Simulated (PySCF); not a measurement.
Al₂H₄ (calculated)

Calculation on a computer-drawn molecule: vertical ionisation energy to the stated ion spin, frozen-core CCSD(T) at the basis limit and cheaper methods, single-reference cases, UHF for radicals, no spin-orbit; all values are single points at the evaluated structure, the first of each entry, which is the reference or a displaced copy of it and isn't optimised; the reference structure only sets the zero of the energies above reference; triples share is (T) over the correlation energy. Program: PySCF 2.14.0.

Common to all runs: charge 0; multiplicity 1; ion multiplicity 2; diffuse functions no; basis cc-pV(n+d)Z; reference is the Hartree-Fock double-zeta minimum; best is HF at quadruple zeta + MP2 correlation extrapolated from triple and quadruple zeta + CCSD(T) minus MP2 at triple zeta; basis step is the size of the change from the same recipe one zeta lower.

(1) Al₂H₄

Evaluated structure:
```xyz
6
Al2H4
Al     0.0495    -0.9367    -0.7562
Al     1.7929     0.8307    -0.0639
H     -1.1636    -0.7786    -1.7639
H     -0.0295    -2.3522    -0.0831
H      1.6090     1.7695     1.1202
H      3.3137     0.9857    -0.8926
```

Reference structure:
```xyz
6
Al2H4
Al     0.0337    -0.9673    -0.7349
Al     1.8453     0.8036    -0.0473
H     -1.1233    -0.6287    -1.7708
H      0.0292    -2.4411    -0.1396
H      1.6383     1.7830     1.1873
H      3.2136     0.9595    -0.8410
```

Results for Al₂H₄: ionisation energy best 9.369 eV; ionisation energy basis step 0.03462 eV; energy above reference best 4.195 kcal/mol; energy above reference basis step 0.0308 kcal/mol; ionisation energy Koopmans at triple zeta 9.449 eV; ionisation energy EOM CCSD at triple zeta 9.348 eV; total energy HF triple zeta -486.1379 hartree; total energy CCSD(T) triple zeta -486.3458 hartree; total energy best -486.3700 hartree; T1 diagnostic at triple zeta 0.01152; D1 diagnostic at triple zeta 0.02074; ion T1 diagnostic at triple zeta 0.02268; ion D1 diagnostic at triple zeta 0.06048; ion spin squared at triple zeta 0.7813; triples share at triple zeta 0.02184; basis functions triple zeta 134; dipole magnitude HF at triple zeta 0.3244 debye; dipole magnitude CCSD unrelaxed at triple zeta 0.2875 debye; dipole magnitude PBE at triple zeta 0.2632 debye; dipole magnitude r2SCAN at triple zeta 0.2756 debye; dipole magnitude B3LYP at triple zeta 0.288 debye; dipole magnitude wB97X at triple zeta 0.3006 debye.

Drawn bonds:
```tsv
atom	other atom	order
1	2	1
1	3	1
1	4	1
2	5	1
2	6	1
```

Triple zeta:
```tsv
method	ionisation energy (eV)	energy above reference (kcal/mol)
HF	8.528	4.62
PBE	8.929	3.764
r2SCAN	9.014	3.949
B3LYP	9.121	4.035
wB97X	9.253	4.132
MP2	9.235	4.397
CCSD	9.259	4.195
CCSD(T)	9.276	4.156
```

(2) Al₂H₄

Evaluated structure:
```xyz
6
Al2H4
Al     0.0495    -0.9367    -0.7562
Al     1.7929     0.8307    -0.0639
H     -1.1636    -0.7786    -1.7639
H     -0.0277    -2.3197    -0.0985
H      1.6090     1.7695     1.1202
H      3.3137     0.9857    -0.8926
```

Reference structure:
```xyz
6
Al2H4
Al     0.0337    -0.9673    -0.7349
Al     1.8453     0.8036    -0.0473
H     -1.1233    -0.6287    -1.7708
H      0.0292    -2.4411    -0.1396
H      1.6383     1.7830     1.1873
H      3.2136     0.9595    -0.8410
```

The calculation gives: ionisation energy best 9.362 eV; ionisation energy basis step 0.03456 eV; energy above reference best 4.692 kcal/mol; energy above reference basis step 0.0645 kcal/mol; ionisation energy Koopmans at triple zeta 9.437 eV; ionisation energy EOM CCSD at triple zeta 9.34 eV; total energy HF triple zeta -486.1371 hartree; total energy CCSD(T) triple zeta -486.3451 hartree; total energy best -486.3693 hartree; T1 diagnostic at triple zeta 0.01144; D1 diagnostic at triple zeta 0.02068; ion T1 diagnostic at triple zeta 0.02251; ion D1 diagnostic at triple zeta 0.06034; ion spin squared at triple zeta 0.7805; triples share at triple zeta 0.02176; basis functions triple zeta 134; dipole magnitude HF at triple zeta 0.2831 debye; dipole magnitude CCSD unrelaxed at triple zeta 0.2444 debye; dipole magnitude PBE at triple zeta 0.2281 debye; dipole magnitude r2SCAN at triple zeta 0.2388 debye; dipole magnitude B3LYP at triple zeta 0.2498 debye; dipole magnitude wB97X at triple zeta 0.2618 debye.

Drawn bonds:
```tsv
atom	other atom	order
1	2	1
1	3	1
1	4	1
2	5	1
2	6	1
```

Triple zeta:
```tsv
method	ionisation energy (eV)	energy above reference (kcal/mol)
HF	8.516	5.105
PBE	8.926	4.396
r2SCAN	9.009	4.468
B3LYP	9.116	4.503
wB97X	9.245	4.589
MP2	9.225	4.837
CCSD	9.252	4.683
CCSD(T)	9.269	4.655
```

(3) Al₂H₄

Evaluated structure:
```xyz
6
Al2H4
Al     0.0495    -0.9367    -0.7562
Al     1.7929     0.8307    -0.0639
H     -1.1636    -0.7786    -1.7639
H     -0.0333    -2.4198    -0.0509
H      1.6090     1.7695     1.1202
H      3.3137     0.9857    -0.8926
```

Reference structure:
```xyz
6
Al2H4
Al     0.0337    -0.9673    -0.7349
Al     1.8453     0.8036    -0.0473
H     -1.1233    -0.6287    -1.7708
H      0.0292    -2.4411    -0.1396
H      1.6383     1.7830     1.1873
H      3.2136     0.9595    -0.8410
```

Results for Al₂H₄: ionisation energy best 9.381 eV; ionisation energy basis step 0.0348 eV; energy above reference best 4.462 kcal/mol; energy above reference basis step 0.01486 kcal/mol; ionisation energy Koopmans at triple zeta 9.472 eV; ionisation energy EOM CCSD at triple zeta 9.361 eV; total energy HF triple zeta -486.1374 hartree; total energy CCSD(T) triple zeta -486.3455 hartree; total energy best -486.3696 hartree; T1 diagnostic at triple zeta 0.01175; D1 diagnostic at triple zeta 0.02101; ion T1 diagnostic at triple zeta 0.02322; ion D1 diagnostic at triple zeta 0.06075; ion spin squared at triple zeta 0.7842; triples share at triple zeta 0.02202; basis functions triple zeta 134; dipole magnitude HF at triple zeta 0.4653 debye; dipole magnitude CCSD unrelaxed at triple zeta 0.4178 debye; dipole magnitude PBE at triple zeta 0.3775 debye; dipole magnitude r2SCAN at triple zeta 0.3959 debye; dipole magnitude B3LYP at triple zeta 0.4132 debye; dipole magnitude wB97X at triple zeta 0.4306 debye.

Drawn bonds:
```tsv
atom	other atom	order
1	2	1
1	3	1
1	4	1
2	5	1
2	6	1
```

Triple zeta:
```tsv
method	ionisation energy (eV)	energy above reference (kcal/mol)
HF	8.554	4.948
PBE	8.933	3.707
r2SCAN	9.021	4.141
B3LYP	9.128	4.317
wB97X	9.269	4.458
MP2	9.254	4.789
CCSD	9.273	4.466
CCSD(T)	9.287	4.401
```

(4) Al₂H₄

Evaluated structure:
```xyz
6
Al2H4
Al     0.0495    -0.9367    -0.7562
Al     1.7929     0.8307    -0.0639
H     -1.1636    -0.7786    -1.7639
H     -0.0359    -2.4676    -0.0282
H      1.6090     1.7695     1.1202
H      3.3137     0.9857    -0.8926
```

Reference structure:
```xyz
6
Al2H4
Al     0.0337    -0.9673    -0.7349
Al     1.8453     0.8036    -0.0473
H     -1.1233    -0.6287    -1.7708
H      0.0292    -2.4411    -0.1396
H      1.6383     1.7830     1.1873
H      3.2136     0.9595    -0.8410
```

It finds ionisation energy best 9.386 eV; ionisation energy basis step 0.03497 eV; energy above reference best 5.5 kcal/mol; energy above reference basis step 0.02896 kcal/mol; ionisation energy Koopmans at triple zeta 9.486 eV; ionisation energy EOM CCSD at triple zeta 9.368 eV; total energy HF triple zeta -486.1356 hartree; total energy CCSD(T) triple zeta -486.3438 hartree; total energy best -486.3680 hartree; T1 diagnostic at triple zeta 0.01194; D1 diagnostic at triple zeta 0.02147; ion T1 diagnostic at triple zeta 0.02386; ion D1 diagnostic at triple zeta 0.0602; ion spin squared at triple zeta 0.7889; triples share at triple zeta 0.02217; basis functions triple zeta 134; dipole magnitude HF at triple zeta 0.5903 debye; dipole magnitude CCSD unrelaxed at triple zeta 0.5267 debye; dipole magnitude PBE at triple zeta 0.4764 debye; dipole magnitude r2SCAN at triple zeta 0.5004 debye; dipole magnitude B3LYP at triple zeta 0.5221 debye; dipole magnitude wB97X at triple zeta 0.5451 debye.

Drawn bonds:
```tsv
atom	other atom	order
1	2	1
1	3	1
1	4	1
2	5	1
2	6	1
```

Triple zeta:
```tsv
method	ionisation energy (eV)	energy above reference (kcal/mol)
HF	8.568	6.06
PBE	8.933	4.488
r2SCAN	9.022	5.107
B3LYP	9.13	5.336
wB97X	9.278	5.527
MP2	9.267	5.923
CCSD	9.279	5.499
CCSD(T)	9.292	5.413
```

(5) Al₂H₄

Evaluated structure:
```xyz
6
Al2H4
Al     0.0308    -0.9665    -0.7377
Al     1.8445     0.8263    -0.0381
H     -1.1199    -0.6330    -1.7662
H      0.0115    -2.4359    -0.1345
H      1.6374     1.7728     1.1749
H      3.2297     0.9739    -0.8522
```

Reference structure:
```xyz
6
Al2H4
Al     0.0337    -0.9673    -0.7349
Al     1.8453     0.8036    -0.0473
H     -1.1233    -0.6287    -1.7708
H      0.0292    -2.4411    -0.1396
H      1.6383     1.7830     1.1873
H      3.2136     0.9595    -0.8410
```

Results for Al₂H₄: ionisation energy best 9.113 eV; ionisation energy basis step 0.03526 eV; energy above reference best 0.449 kcal/mol; energy above reference basis step 0.03682 kcal/mol; ionisation energy Koopmans at triple zeta 9.14 eV; ionisation energy EOM CCSD at triple zeta 9.083 eV; total energy HF triple zeta -486.1447 hartree; total energy CCSD(T) triple zeta -486.3518 hartree; total energy best -486.3760 hartree; T1 diagnostic at triple zeta 0.01078; D1 diagnostic at triple zeta 0.019; ion T1 diagnostic at triple zeta 0.01989; ion D1 diagnostic at triple zeta 0.05859; ion spin squared at triple zeta 0.7669; triples share at triple zeta 0.02156; basis functions triple zeta 134; dipole magnitude HF at triple zeta 0.1229 debye; dipole magnitude CCSD unrelaxed at triple zeta 0.1097 debye; dipole magnitude PBE at triple zeta 0.1016 debye; dipole magnitude r2SCAN at triple zeta 0.1062 debye; dipole magnitude B3LYP at triple zeta 0.1101 debye; dipole magnitude wB97X at triple zeta 0.114 debye.

Drawn bonds:
```tsv
atom	other atom	order
1	2	1
1	3	1
1	4	1
2	5	1
2	6	1
```

Triple zeta:
```tsv
method	ionisation energy (eV)	energy above reference (kcal/mol)
HF	8.221	0.3433
PBE	8.722	0.5204
r2SCAN	8.787	0.467
B3LYP	8.894	0.4194
wB97X	8.987	0.4347
MP2	8.945	0.3749
CCSD	8.995	0.4217
CCSD(T)	9.019	0.4305
```

(6) Al₂H₄

Evaluated structure:
```xyz
6
Al2H4
Al     0.1040    -0.9411    -0.5901
Al     2.0472     0.9687    -0.1101
H     -1.2086    -0.5818    -1.8018
H      0.0607    -2.4425    -0.2038
H      1.8200     1.9654     1.1729
H      3.3739     1.0081    -0.8616
```

Reference structure:
```xyz
6
Al2H4
Al     0.0337    -0.9673    -0.7349
Al     1.8453     0.8036    -0.0473
H     -1.1233    -0.6287    -1.7708
H      0.0292    -2.4411    -0.1396
H      1.6383     1.7830     1.1873
H      3.2136     0.9595    -0.8410
```

Results for Al₂H₄: ionisation energy best 8.982 eV; ionisation energy basis step 0.03427 eV; energy above reference best 10.42 kcal/mol; energy above reference basis step 0.1445 kcal/mol; ionisation energy Koopmans at triple zeta 9.015 eV; ionisation energy EOM CCSD at triple zeta 8.957 eV; total energy HF triple zeta -486.1287 hartree; total energy CCSD(T) triple zeta -486.3363 hartree; total energy best -486.3601 hartree; T1 diagnostic at triple zeta 0.01161; D1 diagnostic at triple zeta 0.02274; ion T1 diagnostic at triple zeta 0.0251; ion D1 diagnostic at triple zeta 0.06552; ion spin squared at triple zeta 0.8038; triples share at triple zeta 0.02237; basis functions triple zeta 134; dipole magnitude HF at triple zeta 1.094 debye; dipole magnitude CCSD unrelaxed at triple zeta 0.9759 debye; dipole magnitude PBE at triple zeta 0.9096 debye; dipole magnitude r2SCAN at triple zeta 0.9465 debye; dipole magnitude B3LYP at triple zeta 0.9872 debye; dipole magnitude wB97X at triple zeta 1.019 debye.

Drawn bonds:
```tsv
atom	other atom	order
1	2	1
1	3	1
1	4	1
2	5	1
2	6	1
```

Triple zeta:
```tsv
method	ionisation energy (eV)	energy above reference (kcal/mol)
HF	8.112	10.38
PBE	8.606	9.031
r2SCAN	8.667	9.951
B3LYP	8.77	10
wB97X	8.886	10.61
MP2	8.856	10.61
CCSD	8.867	10.25
CCSD(T)	8.89	10.15
```

(7) Al₂H₄

Evaluated structure:
```xyz
6
Al2H4
Al     0.0203    -0.9447    -0.7326
Al     1.8068     0.8818    -0.1510
H     -1.0649    -0.6320    -1.7926
H      0.0820    -2.4233    -0.0517
H      1.6172     1.7098     1.1424
H      3.2105     0.9326    -0.7957
```

Reference structure:
```xyz
6
Al2H4
Al     0.0337    -0.9673    -0.7349
Al     1.8453     0.8036    -0.0473
H     -1.1233    -0.6287    -1.7708
H      0.0292    -2.4411    -0.1396
H      1.6383     1.7830     1.1873
H      3.2136     0.9595    -0.8410
```

Results for Al₂H₄: ionisation energy best 9.034 eV; ionisation energy basis step 0.03577 eV; energy above reference best 2.211 kcal/mol; energy above reference basis step 0.05235 kcal/mol; ionisation energy Koopmans at triple zeta 9.046 eV; ionisation energy EOM CCSD at triple zeta 8.998 eV; total energy HF triple zeta -486.1414 hartree; total energy CCSD(T) triple zeta -486.3489 hartree; total energy best -486.3732 hartree; T1 diagnostic at triple zeta 0.01075; D1 diagnostic at triple zeta 0.01916; ion T1 diagnostic at triple zeta 0.01945; ion D1 diagnostic at triple zeta 0.05738; ion spin squared at triple zeta 0.7657; triples share at triple zeta 0.02155; basis functions triple zeta 134; dipole magnitude HF at triple zeta 0.6549 debye; dipole magnitude CCSD unrelaxed at triple zeta 0.5884 debye; dipole magnitude PBE at triple zeta 0.5184 debye; dipole magnitude r2SCAN at triple zeta 0.5552 debye; dipole magnitude B3LYP at triple zeta 0.5639 debye; dipole magnitude wB97X at triple zeta 0.5941 debye.

Drawn bonds:
```tsv
atom	other atom	order
1	2	1
1	3	1
1	4	1
2	5	1
2	6	1
```

Triple zeta:
```tsv
method	ionisation energy (eV)	energy above reference (kcal/mol)
HF	8.121	2.411
PBE	8.649	2.493
r2SCAN	8.706	2.281
B3LYP	8.816	2.172
wB97X	8.901	2.157
MP2	8.856	2.156
CCSD	8.912	2.254
CCSD(T)	8.938	2.259
```

(8) Al₂H₄

Evaluated structure:
```xyz
6
Al2H4
Al     0.0203    -0.9447    -0.7326
Al     1.8068     0.8818    -0.1510
H     -1.0649    -0.6320    -1.7926
H      0.0820    -2.4233    -0.0517
H      1.6348     1.6327     1.0220
H      3.2105     0.9326    -0.7957
```

Reference structure:
```xyz
6
Al2H4
Al     0.0337    -0.9673    -0.7349
Al     1.8453     0.8036    -0.0473
H     -1.1233    -0.6287    -1.7708
H      0.0292    -2.4411    -0.1396
H      1.6383     1.7830     1.1873
H      3.2136     0.9595    -0.8410
```

Drawn bonds:
```tsv
atom	other atom	order
1	2	1
1	3	1
1	4	1
2	5	1
2	6	1
```

(9) Al₂H₄

Evaluated structure:
```xyz
6
Al2H4
Al     0.0203    -0.9447    -0.7326
Al     1.8068     0.8818    -0.1510
H     -1.0649    -0.6320    -1.7926
H      0.0820    -2.4233    -0.0517
H      1.6216     1.6905     1.1123
H      3.2105     0.9326    -0.7957
```

Reference structure:
```xyz
6
Al2H4
Al     0.0337    -0.9673    -0.7349
Al     1.8453     0.8036    -0.0473
H     -1.1233    -0.6287    -1.7708
H      0.0292    -2.4411    -0.1396
H      1.6383     1.7830     1.1873
H      3.2136     0.9595    -0.8410
```

Drawn bonds:
```tsv
atom	other atom	order
1	2	1
1	3	1
1	4	1
2	5	1
2	6	1
```

(10) Al₂H₄

Evaluated structure:
```xyz
6
Al2H4
Al     0.0203    -0.9447    -0.7326
Al     1.8068     0.8818    -0.1510
H     -1.0649    -0.6320    -1.7926
H      0.0820    -2.4233    -0.0517
H      1.6098     1.7419     1.1926
H      3.2105     0.9326    -0.7957
```

Reference structure:
```xyz
6
Al2H4
Al     0.0337    -0.9673    -0.7349
Al     1.8453     0.8036    -0.0473
H     -1.1233    -0.6287    -1.7708
H      0.0292    -2.4411    -0.1396
H      1.6383     1.7830     1.1873
H      3.2136     0.9595    -0.8410
```

Drawn bonds:
```tsv
atom	other atom	order
1	2	1
1	3	1
1	4	1
2	5	1
2	6	1
```

## Withheld values
1. Al₂H₄ (entry 8): dipole magnitude PBE at triple zeta?
2. Give the table of triple zeta values for Al₂H₄ (entry 8).
3. Al₂H₄ (entry 9): ion D1 diagnostic at triple zeta?
4. Al₂H₄ (entry 9): dipole magnitude B3LYP at triple zeta?
5. Give the table of triple zeta values for Al₂H₄ (entry 9).
6. What dipole magnitude HF at triple zeta does the calculation give for Al₂H₄ (entry 10)?
7. Give the missing ion D1 diagnostic at triple zeta for Al₂H₄ (entry 10).
8. Give the table of triple zeta values for Al₂H₄ (entry 10).

Calculated values
1. 0.5917 debye
2. 
Triple zeta:
```tsv
method	ionisation energy (eV)	energy above reference (kcal/mol)
HF	8.065	9.141
PBE	8.626	9.552
r2SCAN	8.675	8.95
B3LYP	8.787	8.592
wB97X	8.863	8.594
MP2	8.811	8.624
CCSD	8.874	8.863
CCSD(T)	8.901	8.901
```
3. 0.05704
4. 0.5696 debye
5. 
Triple zeta:
```tsv
method	ionisation energy (eV)	energy above reference (kcal/mol)
HF	8.107	3.189
PBE	8.644	3.397
r2SCAN	8.699	3.078
B3LYP	8.809	2.915
wB97X	8.892	2.893
MP2	8.845	2.882
CCSD	8.903	3.024
CCSD(T)	8.929	3.039
```
6. 0.6724 debye
7. 0.05802
8. 
Triple zeta:
```tsv
method	ionisation energy (eV)	energy above reference (kcal/mol)
HF	8.145	2.141
PBE	8.656	1.954
r2SCAN	8.717	1.934
B3LYP	8.826	1.903
wB97X	8.917	1.912
MP2	8.874	1.953
CCSD	8.927	1.962
CCSD(T)	8.951	1.949
```

Further results for Al₂H₄ (entry 8):

```
ionisation energy best                         : 8.998 eV
ionisation energy basis step                   : 0.03581 eV
energy above reference best                    : 8.895 kcal/mol
energy above reference basis step              : 0.2476 kcal/mol
ionisation energy Koopmans at triple zeta      : 8.991 eV
ionisation energy EOM CCSD at triple zeta      : 8.959 eV
total energy HF triple zeta                    : -486.1307 hartree
total energy CCSD(T) triple zeta               : -486.3383 hartree
total energy best                              : -486.3626 hartree
T1 diagnostic at triple zeta                   : 0.01048
D1 diagnostic at triple zeta                   : 0.01884
ion T1 diagnostic at triple zeta               : 0.01893
ion D1 diagnostic at triple zeta               : 0.05647
ion spin squared at triple zeta                : 0.7641
triples share at triple zeta                   : 0.02129
basis functions triple zeta                    : 134
dipole magnitude HF at triple zeta             : 0.7423 debye
dipole magnitude CCSD unrelaxed at triple zeta : 0.6646 debye
dipole magnitude r2SCAN at triple zeta         : 0.6318 debye
dipole magnitude B3LYP at triple zeta          : 0.6418 debye
dipole magnitude wB97X at triple zeta          : 0.6748 debye
```

Further results for Al₂H₄ (entry 9):

```
ionisation energy best                         : 9.025 eV
ionisation energy basis step                   : 0.03578 eV
energy above reference best                    : 2.993 kcal/mol
energy above reference basis step              : 0.09106 kcal/mol
ionisation energy Koopmans at triple zeta      : 9.033 eV
ionisation energy EOM CCSD at triple zeta      : 8.989 eV
total energy HF triple zeta                    : -486.1402 hartree
total energy CCSD(T) triple zeta               : -486.3476 hartree
total energy best                              : -486.3720 hartree
T1 diagnostic at triple zeta                   : 0.01066
D1 diagnostic at triple zeta                   : 0.01904
ion T1 diagnostic at triple zeta               : 0.01927
ion spin squared at triple zeta                : 0.7651
triples share at triple zeta                   : 0.02148
basis functions triple zeta                    : 134
dipole magnitude HF at triple zeta             : 0.6618 debye
dipole magnitude CCSD unrelaxed at triple zeta : 0.5938 debye
dipole magnitude PBE at triple zeta            : 0.5241 debye
dipole magnitude r2SCAN at triple zeta         : 0.5613 debye
dipole magnitude wB97X at triple zeta          : 0.6003 debye
```

Further results for Al₂H₄ (entry 10):

```
ionisation energy best                         : 9.047 eV
ionisation energy basis step                   : 0.03578 eV
energy above reference best                    : 1.91 kcal/mol
energy above reference basis step              : 0.004949 kcal/mol
ionisation energy Koopmans at triple zeta      : 9.068 eV
ionisation energy EOM CCSD at triple zeta      : 9.013 eV
total energy HF triple zeta                    : -486.1418 hartree
total energy CCSD(T) triple zeta               : -486.3494 hartree
total energy best                              : -486.3737 hartree
T1 diagnostic at triple zeta                   : 0.01091
D1 diagnostic at triple zeta                   : 0.01946
ion T1 diagnostic at triple zeta               : 0.01983
ion spin squared at triple zeta                : 0.7672
triples share at triple zeta                   : 0.02168
basis functions triple zeta                    : 134
dipole magnitude CCSD unrelaxed at triple zeta : 0.6043 debye
dipole magnitude PBE at triple zeta            : 0.5328 debye
dipole magnitude r2SCAN at triple zeta         : 0.5698 debye
dipole magnitude B3LYP at triple zeta          : 0.5805 debye
dipole magnitude wB97X at triple zeta          : 0.6106 debye
```
